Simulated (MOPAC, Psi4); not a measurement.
Approach curve of the dimer H4Si ··· Cl2 (SMILES [SiH4] and ClCl). Monomers: optimised at B3LYP-D3(BJ) (def2-TZVP), held rigid. Orientation: a higher rigid-body minimum at GFN2-xTB. R is the distance of the centres of mass, along which the second monomer moves.

Geometry at R = 4.65 Å (first 5 atoms: monomer A):
```
7

Si     0.0000     0.0000     0.0000
H      0.6318     0.6582     1.1658
H     -0.6544     1.0213    -0.8486
H     -1.0120    -0.9724     0.4709
H      1.0346    -0.7071    -0.7881
Cl    -0.8553     2.9973     1.9963
Cl    -1.8879     4.6260     2.5752
``` The table gives interaction energies.

| R / Å | A | B | C |
|---|---|---|---|
| 4.03 | -1.08 | 3.19 | 6.79 |
| 4.24 | -1.19 | 1.71 | 3.52 |
| 4.44 | -1.17 | 0.94 | 1.84 |
| 4.65 | -0.96 | 0.48 | 0.91 |
| 4.85 | -0.69 | 0.22 | 0.45 |
| 5.08 | -0.40 | 0.05 | 0.20 |
| 5.36 | -0.17 | -0.04 | 0.07 |
| 5.66 | -0.04 | -0.07 | 0.02 |
| 6.17 | 0.03 | -0.05 | 0.00 |
| 6.82 | 0.04 | -0.02 | 0.00 |
| 7.87 | 0.02 | 0.00 | 0.00 |
| 9.17 | 0.01 | 0.00 | 0.00 |

Energies in kcal/mol.

Q: Match the curves with the methods HF/aug-cc-pVTZ, counterpoise-corrected (Psi4); PM6, restricted, heats of formation in MOPAC; revPBE/def2-TZVP, counterpoise-corrected (Psi4).

A: A is PM6; B is revPBE/def2-TZVP; C is HF/aug-cc-pVTZ.
